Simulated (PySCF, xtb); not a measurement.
BFGeH4O, SMILES O[B](F)[GeH3].

GFN2-xTB in xtb at its own geometry gives an orbital gap of 5.03 eV and a dipole moment of 2.82 D.

Coordinates come from a PBE0-D3(BJ)/def2-SVP optimisation. The structure was generated by enumeration, and PubChem lists no compound with its InChIKey, so it may never have been made. The values are those of a single conformer.

Problem. What does HF/def2-TZVP in PySCF give? (An estimate is asked for; the answer gives what the named calculation found.)

Solution. gap 14.67 eV (levels -11.75 and 2.92 eV), dipole 1.43 D.
